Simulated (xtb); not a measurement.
The molecule AsS+, closed-shell singlet (lowest of 2S+1 = 1, 3, 5 at CCSD(T)/def2-TZVPP on PBE0 minima; our sources give no spin for the ground state, which may be another). No spin–orbit coupling. As is treated without relativity.

Constants: fifth-degree fit in 1/R to seven points, most abundant isotopes. In def2 and cc sets the state is the lowest found near the PBE0 minimum, followed along R. The singlet is held restricted.

Codes used: xtb for the GFN methods. 

Energies at GFN1-xTB:

| R (Å) | E (hartree) |
|---|---|
| 1.800054 | -5.43862319 |
| 1.848442 | -5.45358781 |
| 1.892960 | -5.46119914 |
| 1.943284 | -5.46448559 |
| 1.993608 | -5.46356023 |
| 2.051674 | -5.45868981 |
| 2.119418 | -5.44939361 |

Question: With a reduced mass of 22.4092 u, find the minimum, the force constant and the constants.

Answer: A fifth-degree polynomial in 1/R puts the minimum at r_e = 1.9554 Å with force constant 669 N/m. Then ω_e = (1/2πc)√(k/μ) = 712 cm⁻¹ and B_e = h/(8π²cμr_e²) = 0.1968 cm⁻¹; the cubic and quartic terms give α_e = 0.00096 and ω_e x_e = 2.3 cm⁻¹.
